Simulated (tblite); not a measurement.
C₄H₅BrGeO.
Numbering: `[O:1]=[C:2]1[CH2:3][GeH2:4][CH:5]=[C:6]1[Br:7]` (hydrogens: H8, H9 on C3; H10, H11 on Ge4; H12 on C5)

Computed with GFN2-xTB (tblite), gas phase: L-BFGS steps from a force-field or distance-geometry start until the largest atomic force falls under 0.01 eV/Å.

Step 21: E = -575.0142 eV
```
atom  x, y, z in Å  |  force x, y, z in eV/Å
O1      1.2399   -1.8994    1.0171   -0.020  -0.023  -0.023
C2      0.7103   -1.0370    0.3704   -0.021   0.007  -0.154
C3     -0.6631   -1.1224   -0.2531    0.050  -0.074   0.077
Ge4    -1.3221    0.7340   -0.0575    0.024  -0.026  -0.017
C5      0.5338    1.3383   -0.1091   -0.054   0.054  -0.031
C6      1.3324    0.2932    0.1055   -0.062   0.033   0.001
Br7     3.2201    0.3525    0.1856    0.041   0.035   0.023
H8     -0.5330   -1.3407   -1.3186   -0.028   0.036   0.104
H9     -1.2311   -1.9346    0.1923   -0.037  -0.011   0.015
H10    -2.2073    1.2700   -1.1426    0.030  -0.004  -0.059
H11    -1.9783    1.0078    1.2616   -0.001  -0.016   0.024
H12     0.8996    2.3376   -0.2775    0.077  -0.012   0.039
```

Step 22: E = -575.0163 eV
```
atom  x, y, z in Å  |  force x, y, z in eV/Å
O1      1.2502   -1.9111    0.9947   -0.045   0.012  -0.055
C2      0.7130   -1.0406    0.3643   -0.004   0.008  -0.089
C3     -0.6671   -1.1215   -0.2472    0.082  -0.076   0.077
Ge4    -1.3237    0.7385   -0.0569    0.060  -0.087  -0.037
C5      0.5344    1.3387   -0.1063   -0.070   0.057  -0.023
C6      1.3329    0.2940    0.1117   -0.046   0.038  -0.037
Br7     3.2242    0.3571    0.1929   -0.021   0.028   0.024
H8     -0.5399   -1.3466   -1.3118   -0.043   0.051   0.098
H9     -1.2320   -1.9348    0.2022   -0.029   0.018   0.016
H10    -2.2014    1.2667   -1.1518    0.026   0.003  -0.052
H11    -1.9841    1.0185    1.2581   -0.005  -0.013   0.027
H12     0.8947    2.3404   -0.2758    0.096  -0.038   0.052
```

**Question.** Estimate the geometry and energy of step 23. (The exact step hangs on the optimiser's Hessian estimate; all steps are aligned on step 22, rigid shifts and turns removed.)

**Answer.** E = -575.0186 eV, largest force 0.149 eV/Å
```
atom  x, y, z in Å  |  force x, y, z in eV/Å
O1      1.2602   -1.9230    0.9701   -0.047   0.048  -0.084
C2      0.7161   -1.0442    0.3561    0.021   0.008   0.013
C3     -0.6703   -1.1218   -0.2394    0.073  -0.048   0.055
Ge4    -1.3248    0.7418   -0.0570    0.062  -0.128  -0.045
C5      0.5340    1.3400   -0.1040   -0.060   0.038  -0.010
C6      1.3324    0.2957    0.1174   -0.014   0.029  -0.075
Br7     3.2281    0.3625    0.2011   -0.093   0.022   0.023
H8     -0.5481   -1.3519   -1.3026   -0.055   0.052   0.056
H9     -1.2335   -1.9353    0.2128   -0.017   0.037   0.028
H10    -2.1945    1.2633   -1.1626    0.026   0.003  -0.034
H11    -1.9901    1.0291    1.2549   -0.002  -0.012   0.012
H12     0.8918    2.3429   -0.2728    0.104  -0.049   0.061
```

The energy changes by -0.0023 eV. The first-order estimate −F·Δx gives -0.0032 eV and the mean of the old and new forces, exact on a quadratic surface, -0.0023 eV. The step makes an angle of 76° with the force vector and moves no atom by more than 0.029 Å.

What follows is the cost of the whole relaxation. Hardware: one thread, Arm Neoverse N1 (aarch64), shared host. Cost: 0.73 s wall.
